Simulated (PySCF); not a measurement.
Compound: C3H4BCl2N.
Atom-mapped SMILES: `[H]/[N:4]=[C:3](\[CH:2]=[CH2:1])[B:5]([Cl:6])[Cl:7]` (hydrogens: H8, H9 on C1; H10 on C2; H11 on N4)

Method used: PySCF 2.14.0, PBE0-D3(BJ)/def2-SVP geometry optimisation, gas phase.

What internal coordinates does the optimisation give?

```tsv
bond	length (pm)	order
C1=C2	133.8	double
C2–C3	147.0	single
C3=N4	128.2	double
C3–B5	158.1	single
B5–Cl6, B5–Cl7	174.5	single
C1–H8	109.2	single
C1–H9	109.4	single
C2–H10	109.8	single
N4–H11	102.9	single
```

Bonds in one row agree within 1 pm and their mean is given. Orders are formal, as drawn. A selection of angles:
```tsv
angle	degrees
C2–C1–H8	121.2
C2–C1–H9	121.8
H8–C1–H9	116.9
C1–C2–C3	125.0
C1–C2–H10	119.8
C3–C2–H10	115.2
C2–C3–N4	124.3
C2–C3–B5	123.2
N4–C3–B5	112.5
C3–N4–H11	110.8
C3–B5–Cl6	120.2
Cl6–B5–Cl7	119.4
```

Torsions: C1–C2–C3–N4 179° (antiperiplanar); C2–C3–B5–Cl6 63° (synclinal); H11–N4–C3–C2 -1° (synperiplanar). The mirror-image conformer, all signs reversed, is as good.

B5 (three-coordinate boron) is planar (angles 120.4°, 120.2° and 119.4°, sum 360.0°, 0.02 Å off the plane of its three neighbours). N4 (C=N nitrogen) is bent (angle 110.8°). Of the pairs four or more bonds apart, H10···H11 is among the closest relative to their van der Waals radii: 2.26 Å, 94 % of the sum of Bondi's values. The 2 C–C bonds span 1.338 Å (C1=C2, drawn double) to 1.470 Å (C2–C3, drawn single), a spread of 0.132 Å.

Point group: C1 (no symmetry element, even within 0.4 Å). No PBE0-D3(BJ)/def2-SVP frequencies stand behind this structure, so it isn't proved a minimum. The numbers are those of one conformer.
